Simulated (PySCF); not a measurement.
Cl4H2Si2, SMILES Cl[SiH2][Si](Cl)(Cl)Cl.

Coordinates come from a ωB97X-D3(BJ)/def2-SVP optimisation. The values are those of a single conformer.

Computed with TDA-B3LYP/def2-SVPD run with PySCF 2.14.0.

Vertical excitations. The molecule is in vacuum. State labels are in the subgroup Cs.

Computed UV-visible absorptions:
```json
[
 {"state": "S1", "symmetry": "A'", "energy (eV)": "6.07", "λ (nm)": "204", "f": "0.025", "main pairs": "HOMO→LUMO 96 %"},
 {"state": "S2", "symmetry": "A\"", "energy (eV)": "6.64", "λ (nm)": "187", "f": "0.003", "main pairs": "HOMO−1→LUMO 47 %, HOMO→LUMO+2 38 %, HOMO−2→LUMO 13 %"},
 {"state": "S3", "symmetry": "A'", "energy (eV)": "6.68", "λ (nm)": "185", "f": "0.141", "main pairs": "HOMO→LUMO+1 95 %"},
 {"state": "S4", "symmetry": "A\"", "energy (eV)": "6.73", "λ (nm)": "184", "f": "0.027", "main pairs": "HOMO→LUMO+2 49 %, HOMO−2→LUMO 37 %, HOMO−1→LUMO 11 %"},
 {"state": "S5", "symmetry": "A\"", "energy (eV)": "6.92", "λ (nm)": "179", "f": "0.026", "main pairs": "HOMO−2→LUMO 48 %, HOMO−1→LUMO 40 %, HOMO→LUMO+2 8 %"},
 {"state": "S6", "symmetry": "A\"", "energy (eV)": "7.19", "λ (nm)": "172", "f": "0.000", "main pairs": "HOMO−4→LUMO 63 %, HOMO−1→LUMO+1 23 %, HOMO−2→LUMO+1 12 %"},
 {"state": "S7", "symmetry": "A\"", "energy (eV)": "7.20", "λ (nm)": "172", "f": "0.000", "main pairs": "HOMO−1→LUMO+1 37 %, HOMO−4→LUMO 35 %, HOMO−2→LUMO+1 25 %"},
 {"state": "S8", "symmetry": "A'", "energy (eV)": "7.21", "λ (nm)": "172", "f": "0.040", "main pairs": "HOMO−3→LUMO 80 %"},
 {"state": "S9", "symmetry": "A'", "energy (eV)": "7.31", "λ (nm)": "170", "f": "0.017", "main pairs": "HOMO−1→LUMO+2 56 %, HOMO−2→LUMO+2 20 %, HOMO−3→LUMO 11 %"},
 {"state": "S10", "symmetry": "A'", "energy (eV)": "7.40", "λ (nm)": "167", "f": "0.003", "main pairs": "HOMO−5→LUMO 49 %, HOMO−2→LUMO+2 24 %, HOMO−3→LUMO+1 16 %"},
 {"state": "T1", "symmetry": "A'", "energy (eV)": "5.46", "λ (nm)": "227", "f": "0", "main pairs": "HOMO→LUMO 97 %"},
 {"state": "T2", "symmetry": "A\"", "energy (eV)": "5.91", "λ (nm)": "210", "f": "0", "main pairs": "HOMO→LUMO+2 96 %"},
 {"state": "T3", "symmetry": "A'", "energy (eV)": "6.15", "λ (nm)": "202", "f": "0", "main pairs": "HOMO→LUMO+1 93 %"},
 {"state": "T4", "symmetry": "A\"", "energy (eV)": "6.37", "λ (nm)": "195", "f": "0", "main pairs": "HOMO−1→LUMO 55 %, HOMO−2→LUMO 40 %"}
]
```
Triplets are in the Tamm–Dancoff approximation.
